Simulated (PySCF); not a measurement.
CH3AlF2, charge +1, doublet, geometry from GFN2-xTB (such geometries of metal compounds can be far from the true shape) (a state made from the parent by changing its charge; the spin is typed, not shown lowest). Base run: PBE0/def2-SVP run with PySCF.

Input for PySCF:
```python
from pyscf import gto, scf, dft, solvent

mol = gto.M(
    atom='''
Al    0.16575443    0.13361756    0.00579186
C    -1.49973050   -1.15181146   -0.06964359
H    -1.16223913   -1.97261335   -0.71575968
H    -2.28669433   -0.51182370   -0.48913664
H    -1.63960019   -1.45249563    0.97684580
F    -0.14251217    1.62159257   -0.56535751
F     1.46830206   -0.60928446    0.62875950
''',
    basis='def2-svp',
    charge=1,
    spin=1,
    verbose=4,
)

mf = dft.UKS(mol)
mf.xc = 'pbe0'
mf.kernel()
```

The base run was repeated with changes; each row names its change, and settings that it needs were set with it.

```tsv
change	ΔE vs base (kJ/mol)
base	0.00
model = IEF-PCM; solvent = acetonitrile	-315.7
model = SS(V)PE; solvent = tetrahydrofuran	-265.4
model = IEF-PCM; solvent = tetrahydrofuran; r_probe = 0.5	-210.1
model = IEF-PCM; solvent = tetrahydrofuran	-277.7
model = COSMO; solvent = tetrahydrofuran	-263.0
model = C-PCM; solvent = tetrahydrofuran	-281.1
model = IEF-PCM; solvent = tetrahydrofuran; vdw_scale = 1.0	-368.0
model = IEF-PCM; solvent = tetrahydrofuran; vdw_scale = 1.1	-314.5
model = IEF-PCM; solvent = tetrahydrofuran; lebedev_order = 11	-277.4
model = IEF-PCM; solvent = tetrahydrofuran; lebedev_order = 41	-277.6
model = IEF-PCM; solvent = tetrahydrofuran; vdw_scale = 1.4	-229.0
```

The base is the gas phase, so ΔE is the electrostatic part of solvation at a fixed geometry, without cavity and dispersion terms.

Open shells are given as the SCF converged; they aren't shown to be the lowest states, and a large step between rows can be another state.
